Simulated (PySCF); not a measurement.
# V⁺ (vanadium, charge +1) across methods

[Ar] 3d4, high-spin 5D determinant. All numbers are calculated (PySCF 2.14, scalar relativity by spin-free X2C-1e, in aug-cc-pVTZ-DK (8s7p5d3f2g, 93 functions)). The B2PLYP total includes its PT2 part (frozen core); its orbital energies are those of the SCF part.

```json
{"method": "UHF", "E (hartree)": "-947.91570", "mean ε 3p α (eV)": "-61.668", "mean ε 3p β (eV)": "-53.193", "mean ε 3d α (eV)": "-15.836", "Σ⟨r²⟩ (bohr²)": "21.65", "⟨S²⟩": "6.001"}
{"method": "LDA", "E (hartree)": "-946.726", "mean ε 3p α (eV)": "-48.046", "mean ε 3p β (eV)": "-44.879", "mean ε 3d α (eV)": "-10.059", "Σ⟨r²⟩ (bohr²)": "22.87", "⟨S²⟩": "6.000"}
{"method": "M06", "E (hartree)": "-948.903", "mean ε 3p α (eV)": "-51.900", "mean ε 3p β (eV)": "-47.793", "mean ε 3d α (eV)": "-11.489", "Σ⟨r²⟩ (bohr²)": "22.98", "⟨S²⟩": "6.000"}
{"method": "PBE", "E (hartree)": "-948.711", "mean ε 3p α (eV)": "-48.071", "mean ε 3p β (eV)": "-44.758", "mean ε 3d α (eV)": "-9.904", "Σ⟨r²⟩ (bohr²)": "22.93", "⟨S²⟩": "6.000"}
{"method": "B2PLYP", "E (hartree)": "-948.678", "mean ε 3p α (eV)": "-55.278", "mean ε 3p β (eV)": "-49.454", "mean ε 3d α (eV)": "-12.999", "Σ⟨r²⟩ (bohr²)": "22.12", "⟨S²⟩": "6.001"}
{"method": "r2SCANh", "E (hartree)": "-948.897", "mean ε 3p α (eV)": "-50.690", "mean ε 3p β (eV)": "-46.141", "mean ε 3d α (eV)": "-10.609", "Σ⟨r²⟩ (bohr²)": "22.36", "⟨S²⟩": "6.001"}
{"method": "PBE0", "E (hartree)": "-948.741", "mean ε 3p α (eV)": "-51.628", "mean ε 3p β (eV)": "-47.150", "mean ε 3d α (eV)": "-11.471", "Σ⟨r²⟩ (bohr²)": "22.43", "⟨S²⟩": "6.000"}
```
